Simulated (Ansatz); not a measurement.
The same path of CH4BClO (8 atoms, charge 0, multiplicity 1) was run twice with different band settings. Lost on the way: B1–Cl2, O3–H4. Made: Cl2–H4.

Theory: RKS r2SCAN/def2-mTZVP (Ansatz 0.2.0).

Relaxed end points:

```xyz
8
Properties=species:S:1:pos:R:3
B 0.123 -0.339 -0.375
Cl 1.527 -0.269 -1.503
O -0.736 -1.377 -0.489
H -0.497 -1.998 -1.192
C -0.077 0.775 0.690
H 0.794 0.849 1.348
H -0.171 1.757 0.215
H -0.963 0.602 1.305
```

```xyz
8
Properties=species:S:1:pos:R:3
B -0.369 -0.153 0.183
Cl 1.449 -2.078 -2.891
O -0.402 -1.110 -0.563
H 0.611 -1.765 -1.928
C -0.330 1.046 1.120
H 0.595 1.056 1.700
H -0.386 1.981 0.557
H -1.168 1.023 1.821
```

Common settings: movable images 7; climbing image yes; spring 5.0 eV/Å²; start path through a guess of the saddle point; force threshold 0.05 eV/Å; iteration limit 60; end points relaxed.

| run | optimiser |
| --- | --- |
| 1 | quadratic models (default) |
| 2 | fire |

(1) What does each run give, and how far can it be trusted?

Answers

(1) Run 1: converged after 16 iterations, highest image 1.926 eV above the first end. A vibrational analysis at the climbing image gives one clearly imaginary mode, 1167i cm⁻¹: a first-order saddle point.
Run 2: converged after 60 iterations, highest image 1.931 eV above the first end. The order of the stationary point at the top wasn't checked.
The orbitals stay closed-shell, which can raise the energy where a bond breaks towards radicals; this wasn't checked here.
